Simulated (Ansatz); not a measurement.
Input for Ansatz (a quantum-chemistry and plane-wave program): R-B3LYP/def2-TZVPP on H3NOSn (SMILES [NH2][Sn][OH]), a point of a torsion scan. Elements past Kr take the def2 small-core potentials; no spin–orbit coupling.

Ansatz 0.2 input:
```yaml
crystal:
  periodic: [false, false, false]
  atoms:
    - {symbol: N, position_ang: [-1.19023682, -0.06428211, 0.25606511]}
    - {symbol: Sn, position_ang: [0.69175667, -0.45611462, 0.99961593]}
    - {symbol: O, position_ang: [0.18604559, -2.04669754, 2.16331850]}
    - {symbol: H, position_ang: [-2.04008524, -0.56978791, 0.46900265]}
    - {symbol: H, position_ang: [-1.43645859, 0.67150547, -0.39165892]}
    - {symbol: H, position_ang: [-0.69876671, -2.39483080, 2.24134478]}
basis:
  gaussian:
    orbitals: def2-TZVPP
hamiltonian:
  xc: {name: B3LYP}
scf: {lower_state_search: off}
```

The head of its log:

```
WARN ansatz: RAYON_NUM_THREADS=1 ignored (pool sized by the plan → 1); use --threads N
Functional definition: B3LYP
these checks for a lower state are left out or cut short: stability, starts, cluster_reference, orbital_swaps, neighbouring_geometries, increment
integrals: 0.06 GiB planned
915 factors; their error is unknown
mean field: 0.56 GiB planned
mean field evaluation 1: about -9406.2120 eV, gradient 9.4e1 eV
mean field evaluation 2: about -9325.8135 eV, gradient 1.9e2 eV
```

Predict the final total energy.

-346.2675 hartree.
